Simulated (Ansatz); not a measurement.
`[SiH3][SiH](S)Br` + H₂ → `[SiH3][SiH2]S` + HBr at 500 K and 1 bar (hydrogenolysis of the Si–Br bond).

Calculated with Ansatz (gas phase, PBE0-D4/def2-TZVP geometries, no zero-point term in ΔE). CCSD(T)/CBS adds triple-zeta CCSD(T) − MP2 to the extrapolated MP2 energy (def2 sets, frozen cores). This one scheme is used for every species. For Br outer-core shells are correlated without core-valence functions, which leaves a few kJ/mol of doubt a bond. Scalar relativity is left out up to krypton. Each species was taken in one conformer, which may not be the lowest.

| species | CCSD(T)/CBS energy (Eh) | H − E (kJ/mol) | S (J/(mol·K)) |
| --- | --- | --- | --- |
| `[SiH3][SiH](S)Br` | -3552.32885 | 167.3 | 448.7 |
| H₂ | -1.17544 | 41.0 | 145.5 |
| `[SiH3][SiH2]S` | -979.55409 | 178.3 | 399.4 |
| HBr | -2573.91920 | 30.5 | 213.7 |

H − E and S are ideal-gas, rigid-rotor, harmonic terms from PBE0-D4/def2-TZVP, for one conformer and one mirror image of each species. For small species the MP2-based limit differs from directly extrapolated CCSD(T) by up to some mEh (0.8 for H₂); such offsets cancel only in part. 1 Eh = 2625.50 kJ/mol, R = 8.31446 J/(mol·K).

Q: By hand: ΔE, ΔH, ΔS and ΔG.

A: ΔE = (-979.55409) + (-2573.91920) − (-3552.32885) − (-1.17544) = 0.03100 Eh = 81.4 kJ/mol. Δ(H − E) = 178.3 + 30.5 − 167.3 − 41.0 = 0.5, so ΔH = 81.9 kJ/mol. ΔS = 399.4 + 213.7 − 448.7 − 145.5 = 18.9 J/(mol·K). ΔG = 81.9 − 500 × (18.9)/1000 = 72.5 kJ/mol.

Q: By hand: the equilibrium constant, and the temperature at which ΔG would vanish if ΔH and ΔS stayed fixed.

A: log₁₀ K = −ΔG/(RT ln 10) = -7.6. ΔG = 0 at ΔH/ΔS = 4333 K, far beyond where these terms or the molecules hold.

ΔH outweighs TΔS. A doubt of 5 kJ/mol in ΔE shifts log₁₀ K by 0.5 here. Other conformers and mirror images would add mixing entropy, several J/(mol·K) or more a flexible species. These are equilibria of isolated gas molecules and say nothing of rates. Largest T1 diagnostic: 0.012 (customary marks: 0.02 for closed shells, 0.045 for open ones).
